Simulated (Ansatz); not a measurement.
Swapping CH3 for F on In: the atomisation energy

On one In centre, n of the CH3 ligands are replaced by F. The atomisation energy (no zero-point term) y in kJ/mol at CCSD(T)/def2-TZVPP. Shapes: PBE0-D4/def2-TZVP. Programs: Ansatz 0.2.0.

| molecule | n | y (kJ/mol) |
| --- | --- | --- |
| In(CH3)3 | 0 | 4421 |
| In(CH3)2F | 1 | ? |
| In(CH3)F2 | 2 | 2304 |
| InF3 | 3 | 1180 |

Problem. Fit y = c + s·n to the known rows and predict In(CH3)2F.

Solution. 
1. Means of the 3 rows: n = 1.66667, y = 2635.0.
2. Σ(Δn)² = 4.6667, Σ(Δn·Δy) = -5027, so the slope is -5027/4.6667 = -1077.2.
3. Intercept: 2635.0 − (-1077.2) × 1.66667 = 4430.3. The largest residual of the fit is 28.
4. In(CH3)2F: 4430.3 + (-1077.2) × 1 = 3353 kJ/mol.

The run gave 3382 kJ/mol, so the prediction is off by -29 kJ/mol, about the largest residual. The steps per swap are -1039, -1078, -1124 kJ/mol. The slope is the difference between a In–F and a In–CH3 bond with the ligands’ own bonds. Other levels give for In(CH3)2F: B3LYP-D4/def2-TZVPP 3430; BHLYP-D4/def2-TZVPP 3345; CCSD/def2-TZVPP 3336 kJ/mol. Coupled cluster in double- or triple-zeta sets underbinds by a few per cent against its basis-set limit. For atoms past krypton def2 sets carry core potentials with scalar relativity. Outer-core shells of In are correlated, in sets that cover them unevenly.
